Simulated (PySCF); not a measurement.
Mo(O)(NH)(OH)2 (H₃MoNO₃), SMILES [NH]=[Mo](=[O])([OH])[OH], multiplicity 1. Coordinates come from a r2SCAN-D4/def2-SVP optimisation. The spin state was assumed, not searched. The structure was generated by enumeration; whether it is a known compound was not checked. The def2 effective core potentials stand for the cores of Mo; spin–orbit coupling is left out. The values are those of a single conformer.

Computed equilibrium geometry at r2SCAN-D4/def2-SVP (PySCF confirms it by a frequency run) as Cartesian coordinates in Å, and its point group (one conformer of several):
point group Cs.
```xyz
8

Mo     0.0379    -0.0340     0.0000
O      1.5248    -0.8356     0.0000
N     -1.2679    -1.1871     0.0000
H     -1.4799    -2.1869     0.0000
O     -0.1047     1.0357     1.5440
H     -0.8792     1.0185     2.1225
O     -0.1047     1.0357    -1.5440
H     -0.8792     1.0185    -2.1225
```
